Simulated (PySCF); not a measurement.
CdI, SMILES [Cd][I] (connectivity only; charge and spin as stated), neutral, multiplicity 2.

Geometry: B3LYP-D3(BJ)/def2-TZVP. The multiplicity is an assumed one; other spin states were not compared. The def2 effective core potentials stand for the cores of Cd, I; spin–orbit coupling is left out.

Two levels are set side by side: PBE/def2-TZVPD (PySCF) and M06-2X/def2-TZVPD (PySCF). Same geometry, gas phase. Differences are taken from unrounded values.

```json
[
 {"quantity": "α-spin orbital gap (eV)", "PBE": "3.75"},
 {"quantity": "β-spin orbital gap (eV)", "PBE": "1.42"},
 {"quantity": "dipole moment (D)", "PBE": "2.86"},
 {"quantity": "mean polarisability (bohr³)", "PBE": "84.0"}
]
```

Task: These are the PBE values. What does M06-2X give? (Estimate from the structure and the level; the computed values follow.)

Result: 
| quantity | M06-2X | PBE minus M06-2X |
|---|---|---|
| α-spin orbital gap (eV) | 6.69 | -2.94 |
| β-spin orbital gap (eV) | 4.34 | -2.92 |
| dipole moment (D) | 3.38 | -0.52 |
| mean polarisability (bohr³) | 84.9 | -0.8 |

Rough cost on one machine, each run with all the roots and properties that it gave: M06-2X against PBE within a factor of 2.
